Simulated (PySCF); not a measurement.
**Atomic charges by several schemes**

Species: C5H7FSi2.
Structure used (GFN2-xTB), in Å, numbered top down from 1:
```xyz
15
C5H7FSi2 angstrom
C      2.561   -1.232   -1.036
C      1.696   -0.863   -0.295
C      0.636   -0.375    0.559
Si    -1.048   -1.223    0.110
Si    -1.851    0.645   -0.997
C     -0.455    1.714   -0.332
C      0.509    1.104    0.344
F      1.520    1.822    0.899
H      3.329   -1.570   -1.665
H      0.932   -0.555    1.599
H     -0.754   -2.466   -0.606
H     -1.686   -1.605    1.378
H     -3.143    1.198   -0.575
H     -1.840    0.629   -2.465
H     -0.410    2.786   -0.446
```

Density: PBE0/pcSseg-1 (PySCF); schemes: Mulliken, IAO, Hirshfeld and ESP-fitted. One conformer (not necessarily the lowest) at the GFN2-xTB geometry, without solvent, vibrations or thermal averaging.

Q: Tabulate the Mulliken, IAO, Hirshfeld and ESP-fitted charges.

A: In e:

```csv
atom,environment,Mulliken,IAO,Hirshfeld,ESP-fitted
C1,terminal alkyne carbon,-0.371,-0.251,-0.120,-0.475
C2,alkyne carbon,+0.303,-0.028,-0.049,+0.087
C3,sp3 carbon bound to silicon,-0.533,-0.402,-0.103,-0.207
Si4,SiH2 silicon,+0.370,+0.466,+0.263,+0.157
Si5,SiH2 silicon,+0.427,+0.472,+0.250,+0.335
C6,alkene CH carbon,-0.417,-0.491,-0.176,-0.468
C7,vinylic C–F carbon,+0.295,+0.325,+0.102,+0.292
F8,vinyl fluorine,-0.272,-0.271,-0.084,-0.185
H9,alkyne hydrogen,+0.041,+0.202,+0.092,+0.315
H10,methine hydrogen,+0.187,+0.186,+0.058,+0.167
H11,Si–H hydrogen,-0.031,-0.087,-0.068,-0.030
H12,Si–H hydrogen,-0.037,-0.095,-0.070,-0.048
H13,Si–H hydrogen,-0.051,-0.102,-0.073,-0.086
H14,Si–H hydrogen,-0.045,-0.101,-0.072,-0.067
H15,vinylic hydrogen,+0.135,+0.176,+0.051,+0.214
```

Mean size of the charges over all atoms: IAO 0.244 e, Mulliken 0.234 e, ESP-fitted 0.209 e, Hirshfeld 0.109 e. Each set sums to the total charge, 0, to within 0.001 e. The IAO scheme projects the occupied orbitals on a minimal set of polarised atomic orbitals and counts the electrons in each atom's part of it.

Lowest charge. The schemes don't all agree: Mulliken C3 (-0.533); IAO C6 (-0.491); Hirshfeld C6 (-0.176); ESP-fitted C1 (-0.475).

Highest charge. The schemes don't all agree: Mulliken Si5 (+0.427); IAO Si5 (+0.472); Hirshfeld Si4 (+0.263); ESP-fitted Si5 (+0.335).

Q: How closely do the schemes follow one another over all atoms?

A: Correlation coefficient and root-mean-square difference: IAO with Hirshfeld 0.96, 0.169 e; Mulliken with IAO 0.92, 0.115 e; IAO with ESP-fitted 0.89, 0.128 e; Mulliken with ESP-fitted 0.86, 0.144 e; Hirshfeld with ESP-fitted 0.82, 0.163 e; Mulliken with Hirshfeld 0.82, 0.196 e.

Q: Sum the charges by element, for elements with more than one atom.

A: 
| element | atoms | Mulliken | IAO | Hirshfeld | ESP-fitted |
| --- | --- | --- | --- | --- | --- |
| C | 5 | -0.724 | -0.847 | -0.346 | -0.772 |
| Si | 2 | +0.797 | +0.938 | +0.513 | +0.492 |
| H | 7 | +0.199 | +0.180 | -0.083 | +0.465 |

Q: How many electrons does the IAO scheme count on Si5?

A: Z − q = 14 − (+0.472) = 13.528.
